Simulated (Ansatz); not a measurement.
System: C2H2N3, charge 0, doublet. C2H2N3 (SMILES c1n[c][nH]n1, doublet).
B3LYP-D3(BJ)/def2-TZVP minimum from Ansatz (an electronic-structure program):
```
N
C 1 1.3175
N 1 1.3681 2 102.08
H 3 1.0046 1 121.02 2 180.00
C 3 1.3381 4 130.43 1 180.00
N 5 1.2808 3 112.44 4 -180.00
H 2 1.0771 1 122.15 3 180.00
```
Charge 0, spin multiplicity 2.

Total energies in cc-pVDZ, 25 correlated electrons, 5 frozen orbitals. UHF or UKS for unpaired electrons; spin-orbit terms are left out. Correlated methods leave the cores frozen. No relativity. The UHF reference of C2H2N3 ([c]1ncn[nH]1, doublet) is spin-contaminated (<S^2> up to 0.15 over the pure value in the sets run).

| method | program | energy (Eh) | minus CCSDT(Q) (mEh) |
|---|---|---|---|
| HF | Ansatz | -240.16887 | 766.96 |
| MP2 | Ansatz | -240.87319 | 62.63 |
| CCSD | Ansatz | -240.90016 | 35.66 |
| CCSD(T) | Ansatz | -240.93190 | 3.92 |
| CCSDT(Q) | Ansatz | -240.93582 | 0.00 |

Rough core times of Ansatz's runs on a shared machine: CCSD(T) 70 s, CCSDT(Q) 40 min.
